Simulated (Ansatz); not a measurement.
The lowest singlet and triplet of C3H4 (SMILES [CH]C=C); geometries from B3LYP-D3(BJ)/def2-TZVP, each state relaxed from the structure named, with no frequency check, low spin by broken symmetry.
Singlet at the triplet's geometry (charge 0, multiplicity 1):
| atom | x (Å) | y (Å) | z (Å) |
|---|---|---|---|
| C | -1.1747 | 0.2908 | -0.4602 |
| C | -0.0983 | -0.3698 | 0.0454 |
| C | 1.1320 | 0.1799 | 0.3455 |
| H | -2.1816 | 0.0333 | -0.7467 |
| H | -0.2269 | -1.4407 | 0.2299 |
| H | 1.9291 | -0.4295 | 0.7455 |
| H | 1.3258 | 1.2319 | 0.1871 |

A positive gap puts the triplet lower; no zero-point energy. R- takes a restricted singlet, here one determinant of a half-filled degenerate or near-degenerate pair, which mixes singlet states. The triplet is unrestricted in single-reference levels. Active spaces average the two states.

Cores are frozen in the correlated methods.

Programs: Ansatz (Gaussian orbitals). Values without a source in brackets are computed.

R-PBE/def2-TZVPP gives 114.5 kJ/mol for the gap E(singlet) − E(triplet), vertical, at the triplet's geometry.

Task: Where do these levels fall relative to PBE: R-r2SCAN/def2-TZVPP, R-B3LYP/def2-TZVPP, R-wB97M-V/def2-TZVPP, R-B2PLYP/def2-TZVPP, R-MP2/cc-pVTZ, R-CCSD(T)/cc-pVTZ, SC-NEVPT2 on SA-CASSCF(4,4)/cc-pVTZ, FIC-MRCISD+Q on SA-CASSCF(4,4)/cc-pVTZ.

Result: R-r2SCAN/def2-TZVPP 36.9; R-B3LYP/def2-TZVPP -0.9; R-wB97M-V/def2-TZVPP -8.3; R-B2PLYP/def2-TZVPP -3.7; R-MP2/cc-pVTZ -18.5; R-CCSD(T)/cc-pVTZ -1.9; SC-NEVPT2 on SA-CASSCF(4,4)/cc-pVTZ -44.5; FIC-MRCISD+Q on SA-CASSCF(4,4)/cc-pVTZ -45.0 kJ/mol. 1 of 8 lie above PBE; the widest gap is to FIC-MRCISD+Q on SA-CASSCF(4,4)/cc-pVTZ.

Doubts at one or more of the structures used: a restricted determinant that unrestricted orbitals would lower (R-PBE/def2-TZVPP, R-r2SCAN/def2-TZVPP, R-B3LYP/def2-TZVPP, R-wB97M-V/def2-TZVPP, R-B2PLYP/def2-TZVPP, R-MP2/cc-pVTZ, R-CCSD(T)/cc-pVTZ); a spin-contaminated determinant (R-MP2/cc-pVTZ, R-CCSD(T)/cc-pVTZ).

Ansatz is a program for electronic structure.
